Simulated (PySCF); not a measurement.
Isomers of C3H11N3Si2.

All values: PBE0/pcSseg-1 (PySCF) at GFN2-xTB geometries, gas phase, one conformer each.

**Question.** Rank by the highest Hirshfeld charge on any atom, highest value first.
A. `[CH3:1][NH:2][CH2:3][Si@@H:4]([C:5]#[N:6])[SiH2:7][NH2:8]` with C1–N2–C3–Si4 180°, N2–C3–Si4–C5 69°, C3–Si4–Si7–N8 -57°, Si4–Si7–N8–H -47° and 174°
B. `[N:1]#[C:2][SiH2:3][CH2:4][CH2:5][NH:6][SiH2:7][NH2:8]` with C2–Si3–C4–C5 168°, Si3–C4–C5–N6 55°, C4–C5–N6–Si7 74°, C5–N6–Si7–N8 52°, N6–Si7–N8–H -177° and 48°
C. `[CH2:1]=[CH:2][Si@H:3]1[NH:4][Si@H:5]([NH:6][CH3:7])[NH:8]1` with C1–C2–Si3–N4 136°, N4–Si5–N6–C7 90°, C2–Si3–N4–Si5 108°, Si3–N4–Si5–N6 117°, N4–Si5–N8–Si3 -7°, C2–Si3–N8–Si5 -107°

**Answer.** C (+0.423 e), B (+0.388 e), A (+0.309 e).

**Question.** Rank by the lowest Hirshfeld charge on any atom, lowest value first.
A. `[N:1]#[C:2][SiH2:3][CH2:4][CH2:5][NH:6][SiH2:7][NH2:8]` with C2–Si3–C4–C5 168°, Si3–C4–C5–N6 55°, C4–C5–N6–Si7 74°, C5–N6–Si7–N8 52°, N6–Si7–N8–H -177° and 48°
B. `[CH2:1]=[CH:2][Si@H:3]1[NH:4][Si@H:5]([NH:6][CH3:7])[NH:8]1` with C1–C2–Si3–N4 136°, N4–Si5–N6–C7 90°, C2–Si3–N4–Si5 108°, Si3–N4–Si5–N6 117°, N4–Si5–N8–Si3 -7°, C2–Si3–N8–Si5 -107°
C. `[CH2:1]=[N:2]/[CH:3]=[N:4]/[SiH2:5][N:6]([CH3:7])[SiH3:8]` with C1–N2–C3–N4 -72°, C3–N4–Si5–N6 126°, N4–Si5–N6–C7 167°

**Answer.** B (-0.355 e), A (-0.313 e), C (-0.267 e).

**Question.** Rank by LUMO energy, lowest first.
A. `[CH3:1][NH:2][CH2:3][Si@@H:4]([C:5]#[N:6])[SiH2:7][NH2:8]` with C1–N2–C3–Si4 180°, N2–C3–Si4–C5 69°, C3–Si4–Si7–N8 -57°, Si4–Si7–N8–H -47° and 174°
B. `[CH2:1]=[CH:2][Si@H:3]1[NH:4][Si@H:5]([NH:6][CH3:7])[NH:8]1` with C1–C2–Si3–N4 136°, N4–Si5–N6–C7 90°, C2–Si3–N4–Si5 108°, Si3–N4–Si5–N6 117°, N4–Si5–N8–Si3 -7°, C2–Si3–N8–Si5 -107°
C. `[N:1]#[C:2][SiH2:3][CH2:4][CH2:5][NH:6][SiH2:7][NH2:8]` with C2–Si3–C4–C5 168°, Si3–C4–C5–N6 55°, C4–C5–N6–Si7 74°, C5–N6–Si7–N8 52°, N6–Si7–N8–H -177° and 48°
D. `[CH2:1]=[N:2]/[CH:3]=[N:4]/[SiH2:5][N:6]([CH3:7])[SiH3:8]` with C1–N2–C3–N4 -72°, C3–N4–Si5–N6 126°, N4–Si5–N6–C7 167°

**Answer.** D (-1.28 eV), A (-0.78 eV), B (-0.46 eV), C (-0.25 eV).

All values together:

```csv
SMILES,μ (D),HOMO (eV),LUMO (eV),lowest IAO charge (e),highest IAO charge (e),lowest Hirshfeld charge (e),highest Hirshfeld charge (e)
C=N/C=N/[SiH2]N(C)[SiH3],2.42,-6.56,-1.28,-0.788 (N),+1.014 (Si),-0.267 (N),+0.378 (Si)
N#C[SiH2]CCN[SiH2]N,4.80,-7.20,-0.25,-0.848 (N),+1.003 (Si),-0.313 (N),+0.388 (Si)
C=C[Si@H]1N[Si@H](NC)N1,0.55,-6.51,-0.46,-0.980 (N),+1.212 (Si),-0.355 (N),+0.423 (Si)
CNC[Si@@H](C#N)[SiH2]N,3.32,-6.62,-0.78,-0.839 (N),+0.633 (Si),-0.316 (N),+0.309 (Si)
C[SiH2]NC[Si@@H](N)C#N,4.02,-6.77,-0.51,-0.838 (N),+1.011 (Si),-0.309 (N),+0.421 (Si)
```

Conformers: `[CH2:1]=[N:2]/[CH:3]=[N:4]/[SiH2:5][N:6]([CH3:7])[SiH3:8]` with C1–N2–C3–N4 -72°, C3–N4–Si5–N6 126°, N4–Si5–N6–C7 167°; `[N:1]#[C:2][SiH2:3][CH2:4][CH2:5][NH:6][SiH2:7][NH2:8]` with C2–Si3–C4–C5 168°, Si3–C4–C5–N6 55°, C4–C5–N6–Si7 74°, C5–N6–Si7–N8 52°, N6–Si7–N8–H -177° and 48°; `[CH2:1]=[CH:2][Si@H:3]1[NH:4][Si@H:5]([NH:6][CH3:7])[NH:8]1` with C1–C2–Si3–N4 136°, N4–Si5–N6–C7 90°, C2–Si3–N4–Si5 108°, Si3–N4–Si5–N6 117°, N4–Si5–N8–Si3 -7°, C2–Si3–N8–Si5 -107°; `[CH3:1][NH:2][CH2:3][Si@@H:4]([C:5]#[N:6])[SiH2:7][NH2:8]` with C1–N2–C3–Si4 180°, N2–C3–Si4–C5 69°, C3–Si4–Si7–N8 -57°, Si4–Si7–N8–H -47° and 174°; `[CH3:1][SiH2:2][NH:3][CH2:4][Si@@H:5]([NH2:6])[C:7]#[N:8]` with C1–Si2–N3–C4 49°, Si2–N3–C4–Si5 79°, N3–C4–Si5–N6 38°, C4–Si5–N6–H 167° and -53°.
